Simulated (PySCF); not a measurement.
# Worked example: oscillator strength and radiative lifetime

C2H9FOSi2, SMILES O([SiH2]F)C[SiH2]C.

Geometry: r2SCAN-D4/def2-SVP. The structure was generated by enumeration, and PubChem lists no compound with its InChIKey, so it may never have been made. The values are those of a single conformer.

PySCF with TDA-ωB97X/def2-SVPD puts the first singlet state with f over 0.02 at 8.39 eV (vertical), with the transition dipole (-0.366, 0.215, 0.140) in atomic units.

Question: Find the oscillator strength, the wavelength and the radiative lifetime that this transition would have in vacuum if emission retraced absorption.

Answer: 
|μ|² = 0.1998 au, so |μ| = 1.14 D. ΔE = 8.39/27.211 = 0.3083 hartree. f = (2/3) ΔE |μ|² = 0.041 (the program prints 0.041).
λ = 1239.84/8.39 = 148 nm; ν = 67670 cm⁻¹.
Einstein's coefficient A = 0.6670 ν² f s⁻¹ (ν in cm⁻¹) = 1.3e8 s⁻¹, so τ = 1/A = 8.0 ns. This state is S3; the lower singlets have f = 0.012, 0.002. The figure is the radiative limit of this one transition; relaxation, internal conversion, crossing to triplets and a medium change what is measured.
